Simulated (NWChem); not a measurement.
System: C4H4OS; SMILES Oc1ccsc1

```xyz
10

O      0.3413     2.3354     0.0000
C      0.0864     1.0100     0.0000
C     -1.2167     0.4233     0.0000
C     -1.1694    -0.9453     0.0000
S      0.4416    -1.5250     0.0000
C      1.0865     0.0678     0.0000
H     -0.4912     2.8171     0.0000
H     -2.1457     0.9979     0.0000
H     -2.0062    -1.6422     0.0000
H      2.1592     0.2483     0.0000
```
Atoms are numbered in this order, from 1.

Program: NWChem. All runs use the structure optimised with PBE0/def2-SVP. Level: PBE0/def2-SVP with COSMO at NWChem's default radii, gas-phase geometry; rows give the dielectric constant.

For dielectric constant 4.8:

```yaml
electrostatic solvation energy (kcal/mol): -5.6
dipole in solution (D): 2.48
```

Q: Estimate the same quantities for dielectric constant 37.5.

A: 
| Property | Result |
|---|---|
| electrostatic solvation energy (kcal/mol) | -7.0 |
| dipole in solution (D) | 2.66 |
